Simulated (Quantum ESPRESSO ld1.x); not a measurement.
Radial electron density D(r) = 4 pi r^2 rho(r) of an atom or ion with 17 electrons. Calculated with ld1.x of Quantum ESPRESSO 7.5: scalar-relativistic Kohn-Sham, BP86, spin-unpolarised, spherical densities, point nucleus.

```
   r/bohr * D(r) (the largest magnitude, 26.2, reaches the edge; | marks zero)
 0.003014 |*
 0.003801 | *
 0.004793 |  *
 0.006045 |    *
 0.007623 |      *
 0.009614 |          *
  0.01222 |              *
  0.01541 |                    *
  0.01944 |                           *
  0.02451 |                                   *
  0.03091 |                                           *
  0.03899 |                                                 *
  0.04917 |                                                   *
  0.06201 |                                                 *
   0.0782 |                                            *
  0.09862 |                                       *
   0.1244 |                                      *
   0.1568 |                                           *
   0.1994 |                                                   *
   0.2514 |                                                      *
   0.3171 |                                              *
   0.3999 |                              *
   0.5043 |                *
    0.636 |             *
   0.8021 |               *
    1.012 |               *
    1.276 |          *
    1.609 |    *
    2.029 |*
    2.559 *
    3.227 *
```

What is the nuclear charge?

Answer. Z = 21. The innermost maximum, from 1s, lies near gamma/Z bohr with gamma = sqrt(1 - (Z/c)^2) = 0.988, here 0.0471 bohr (found: 0.0504), and its height grows with Z. The density is that of the scandium ion Sc4+ in [Ne] 3s2 3p5; the configuration itself is not fixed sharply by these data, and Z only to about a unit. D(r) has 3 maxima, at r = 0.0504, 0.240, 0.904 bohr, and minima at 0.116, 0.621 bohr, inside which lie 2.15, 10.39 electrons.
